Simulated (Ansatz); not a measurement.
Isolated molecules relaxed with PBE0-D4/def2-TZVP in Ansatz; ΔE leaves out vibrations. CCSD(T)/CBS is the MP2 limit (def2-TZVPP, def2-QZVPP) plus CCSD(T) − MP2 in def2-TZVPP, frozen cores. This one scheme is used for every species. Functionals use def2-TZVPP. HSE06 is defined as in plane-wave codes. def2 core potentials past Kr. For I, In outer-core shells are correlated without core-valence functions, which leaves a few kJ/mol of doubt a bond.

Consider the ligand exchange at the In–I bond: `[F][In]([F])[I]` + H–F → `[F][In]([F])[F]` + HI.

CCSD(T)/CBS gives +111.4 kJ/mol.

Problem. Another level gave +109.2 kJ/mol. Which?
A. B2PLYP/def2-TZVPP
B. HSE06/def2-TZVPP
C. CAM-B3LYP-D4/def2-TZVPP
D. r2SCANh/def2-TZVPP

Solution. B. HSE06 109.2, B2PLYP 100.3, r2SCANh 104.8, CAM-B3LYP-D4 96.3 kJ/mol.

Largest T1 diagnostic among the species: 0.018.

From PBE to PBE0 (25 % exact exchange), in def2-TZVPP and without D4, ΔE moves by +10.1 kJ/mol. Leaving LDA and LC-ωPBE aside and taking each functional with its dispersion term where it has one, the values, not all of them listed here, spread over 23.2 kJ/mol, from B97M-V to PBE-QIDH. LDA lies +9.5 kJ/mol from PBE without D4. The D4 term adds +4.7 kJ/mol with B3LYP and +2.6 kJ/mol with PBE0; it sums over pairs of atoms, weighted by their polarisabilities, and B3LYP, whose exchange is more repulsive, gets the larger term.

B3LYP here is the variant with VWN-RPA as its local correlation; programs differ in this.
